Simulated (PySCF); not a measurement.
Be(iPr)(SeH) (C₃H₈BeSe), SMILES C[CH](C)[Be][SeH].

Coordinates come from a ωB97X-D3(BJ)/def2-SVP optimisation. Other conformers were not sampled.

Calculation: ωB97X-D3(BJ)/def2-SVP run with PySCF 2.14.0.

Frequencies are harmonic and unscaled.

```csv
mode,ν (cm⁻¹),IR (km/mol),moving atoms (share of kinetic energy)
1,31,6.9,H 95 %
2,81,0.3,"C 53 %, H 25 %, Be 16 %"
3,106,2.9,"H 34 %, Be 28 %, C 28 %, Se 10 %"
4,229,0.0,H 97 %
5,241,1.2,"H 51 %, C 28 %, Se 18 %"
6,260,6.7,"H 58 %, Be 26 %, C 12 %"
7,382,15.0,"C 49 %, H 41 %, Be 10 %"
8,386,25.0,"Be 75 %, C 18 %"
9,423,16.5,"C 47 %, H 33 %, Be 12 %, Se 9 %"
10,597,2.6,"H 74 %, Be 21 %"
11,878,9.0,"C 58 %, H 27 %, Be 15 %"
12,921,2.5,"H 88 %, C 12 %"
13,963,8.5,"H 87 %, C 9 %"
14,992,0.0,"H 76 %, C 24 %"
15,1012,154.8,"Be 56 %, H 31 %, C 13 %"
16,1104,3.9,"C 69 %, H 31 %"
17,1190,3.2,"H 57 %, C 41 %"
18,1282,35.9,"C 51 %, H 39 %, Be 10 %"
19,1316,0.0,"H 75 %, C 25 %"
20,1399,0.4,"H 78 %, C 22 %"
21,1415,1.4,"H 80 %, C 20 %"
22,1468,0.4,H 97 %
23,1486,15.3,H 96 %
24,1486,5.7,H 96 %
25,1495,6.2,H 96 %
26,2483,9.0,H 99 %
27,3008,22.7,H 93 %
28,3036,37.3,H 97 %
29,3037,39.8,H 97 %
30,3115,59.0,"H 91 %, C 9 %"
31,3116,1.9,"H 91 %, C 9 %"
32,3134,17.1,"H 90 %, C 10 %"
33,3135,35.6,"H 91 %, C 9 %"
```
